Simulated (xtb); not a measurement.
Si(Me)2(OH)2 (C2H8O2Si), SMILES C[Si](C)(O)O. All values are semi-empirical tight-binding results from xtb (GFN2-xTB unless named), good for trends rather than for accurate numbers. The structure is a stationary point at GFN2-xTB. The values are those of a single conformer.

| Item | Value |
|---|---|
| orbital gap | 7.33 eV |
| dipole moment | 1.76 D |
| zero-point energy | 63.2 kcal/mol |
| G − E(el) at 298.15 K (modified RRHO) | 42.5 kcal/mol |
| static polarisability (D4 model) | 67.0 bohr³ |
| solvation energy, GFN2-xTB/ALPB(water) | -7.8 kcal/mol |
| solvation energy, GFN2-xTB/ALPB(acetone) | -9.7 kcal/mol |
